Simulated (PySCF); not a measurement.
C₂H₈O₂Si, SMILES CO[Si@@H](C)O. Heavy atoms are numbered as in [CH3:1][O:2][Si@@H:3]([CH3:4])[OH:5]. Hydrogens are named by the atom that carries them.

Geometry: PBE0-D3(BJ)/def2-SVP. The structure was generated by enumeration; whether it is a known compound was not checked. The values are those of a single conformer.

The numbers are results of PBE/pcSseg-1 (PySCF), not measurements.

GIAO shieldings, no solvent; atoms alike by connectivity are averaged. δ = σ(ref) − σ: ¹³C against TMS (σ = 182.0 ppm); ¹⁷O against H2O (σ = 334.3 ppm); ²⁹Si against TMS (σ = 335.4 ppm); ¹H against TMS (σ = 31.49 ppm), references at their B3LYP-D3(BJ)/def2-TZVP geometries, non-relativistic.

| nucleus | atoms | count | δ (ppm) |
|---|---|---|---|
| ¹³C | C1 (CH3) | 1 | 53.3 |
| ¹³C | C4 (CH3) | 1 | -2.9 |
| ¹⁷O | O5 (OH) | 1 | 63.4 |
| ¹⁷O | O2 | 1 | 55.0 |
| ²⁹Si | Si3 (SiH) | 1 | -8.9 |
| ¹H | H on Si3 | 1 | 5.26 |
| ¹H | H on C1 | 3 | 4.01 |
| ¹H | H on O5 | 1 | 1.53 |
| ¹H | H on C4 | 3 | 0.44 |
